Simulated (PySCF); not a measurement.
octasulfur (S8), SMILES S1SSSSSSS1.

Coordinates come from a B3LYP-D3(BJ)/def2-SVP optimisation.

Two levels are set side by side: PBE/def2-TZVP (PySCF) and HF/def2-TZVP (PySCF). Same geometry, gas phase. Differences are taken from unrounded values.

```tsv
quantity	PBE
orbital gap (eV)	2.27
highest occupied level (eV)	-5.54
lowest empty level (eV)	-3.27
dipole moment (D)	0.16
```

**Question.** These are the PBE values. What does HF give? (An estimate is asked for; the answer gives what the named calculation found.)

**Answer.** 
```json
[
 {"quantity": "orbital gap (eV)", "HF": "10.56", "PBE minus HF": "-8.29"},
 {"quantity": "highest occupied level (eV)", "HF": "-9.27", "PBE minus HF": "3.73"},
 {"quantity": "lowest empty level (eV)", "HF": "1.29", "PBE minus HF": "-4.56"},
 {"quantity": "dipole moment (D)", "HF": "0.07", "PBE minus HF": "0.09"}
]
```

Without exact exchange PBE keeps part of each electron's self-repulsion, which lifts occupied levels and narrows the gap. Differences between two approximate levels are no errors against the true value.

Rough cost on one machine, each run with all the roots and properties that it gave: HF against PBE about 1/7.
